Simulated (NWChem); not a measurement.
Species: PbS, singlet; SMILES [S]=[Pb]

Computed with NWChem. Low-valent species are run as closed-shell singlets; no triplet was tried in these runs. Structure relaxed at the PBE0/def2-SVP level. def2 effective core potentials on Pb; no spin-orbit coupling. Level PBE0/def2-SVP: single points from the atomic guess with DIIS by default; each run changes one setting, and all converged runs end within 0.3 mHa of each other. cgmin counts macro-iterations, each dearer than a DIIS step. NWChem's automatic level shift, which a small gap switches on, acted in some of these runs.

| setting | SCF iterations |
|---|---|
| defaults | 9 |
| DIIS on 20 Fock matrices | 8 |
| quadratically convergent solver (cgmin) | 4 |
| DIIS on 3 Fock matrices | 9 |
| core-Hamiltonian guess | 24 |
| level shift of 0.5 Ha throughout | 23 |
